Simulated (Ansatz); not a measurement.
This geometry of Cl4FTa + H2 (8 atoms, charge 0, multiplicity 1) is a first-order saddle point.

Computed with RKS PBE-D4/def2-SVP in Ansatz 0.2.0.

```xyz
8
Properties=species:S:1:pos:R:3
Ta -0.179 -0.312 0.167
F 1.926 0.420 0.330
Cl -0.198 -0.393 2.495
Cl 0.358 -1.001 -1.993
Cl -0.568 1.918 -0.187
Cl -2.247 -1.299 0.046
H 1.209 -1.561 0.500
H 1.850 -0.690 0.479
```

**Question.** Which two structures does it join? (They come from a converged band through this point; their orientation in space is the band's.)

**Answer.** Bonds broken: H7–H8. Bonds formed: Ta1–H7, F2–H8. Cl4FTa + H2 becomes Cl4FH2Ta.

Initial state:

```xyz
8
Properties=species:S:1:pos:R:3
Ta -0.190 0.334 0.073
F 1.668 0.475 0.291
Cl -0.354 0.648 2.389
Cl 0.237 -0.070 -2.195
Cl -1.419 2.211 -0.379
Cl -1.433 -1.598 0.215
H 1.513 -2.690 0.717
H 2.127 -2.228 0.725
```

Final state:

```xyz
8
Properties=species:S:1:pos:R:3
Ta -0.276 -0.370 0.163
F 2.029 0.372 0.334
Cl -0.244 -0.319 2.491
Cl 0.312 -1.011 -1.998
Cl -0.426 1.901 -0.205
Cl -2.350 -1.322 0.052
H 1.022 -1.580 0.510
H 2.083 -0.591 0.489
```

**Question.** How far does it lie above each of them?

**Answer.** 1.28 eV above the first and 0.05 eV above the second. This is the barrier of this one path; another mechanism may lie lower. The orbitals stay closed-shell, which can raise the energy where a bond breaks towards radicals; this wasn't checked here.

Time of the run: 2.8 min on 4 threads of Arm Neoverse V1, with other jobs on the host, peak memory 0.21 GiB.
